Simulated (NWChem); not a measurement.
Species: CH2ClFO2Si; SMILES Cl[Si@@H](F)C(O)=O

```xyz
8

O     -0.4247     1.9359     1.0244
C      0.1052     1.3633     0.1003
O      1.1348     1.8822    -0.6117
Si    -0.3813    -0.3836    -0.5265
F     -1.8817    -0.6465    -0.0325
Cl     0.8781    -1.7510     0.3515
H      1.3462     2.7568    -0.2229
H     -0.3120    -0.5259    -1.9925
```
Atoms are numbered in this order, from 1.

All runs: NWChem. Structure relaxed at the B3LYP/6-31G* (spherical d) level. Vertical excitations in the gas phase; the lowest state need not have the same character in each row.

For level PBE/def2-SVP, full TDDFT:

- lowest excitation, singlet (eV): 4.64
- lowest state with f > 0.02, singlet (eV): 7.15
- orbital gap (eV): 4.36

Problem. What are these values for level BHandHLYP/def2-SVP, full TDDFT?

Solution. The lowest excitation, singlet (eV) is 5.07. The lowest state with f > 0.02, singlet (eV) is 7.89 and the orbital gap (eV) is 9.59.
